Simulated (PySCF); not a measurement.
TlSe₂⁻: from structure and modes to constants

Level of theory: PySCF, PBE0, basis Tl def2-SVPD with ECP60, Se def2-SVPD (scalar-relativistic core potentials, no spin–orbit coupling, density fitting).

The singlet minimum has D∞h symmetry. Masses (u): Tl 204.97441, Se 79.91652.

```xyz
3
charge -1 multiplicity 1, angstrom
Tl    0.0000    0.0000    0.0000
Se    2.4356    0.0000    0.0000
Se   -2.4356    0.0000    0.0000
```

Harmonic wavenumbers (cm⁻¹): 65.0 (πu, ×2), 212.4 (σg+, ×1), 289.9 (σu+, ×1).

(1) Find the principal moments of inertia and the rotational constants. What kind of rotor is it?

(2) What is the harmonic zero-point energy?

Answers

(1) About the centre of mass I = 948.15 u Å². With B = 16.8576/I this gives 0.01778 cm⁻¹. The molecule is linear.

(2) Half the sum of all 4 wavenumbers, 632/2 = 316 cm⁻¹, which is 3.8 kJ/mol (1 cm⁻¹ = 0.0119627 kJ/mol).

This need not be the most stable arrangement of these atoms. The lowest empty level of this anion is unbound, so it and the gap depend on the basis. No spin–orbit coupling is included, which matters more the heavier the element.
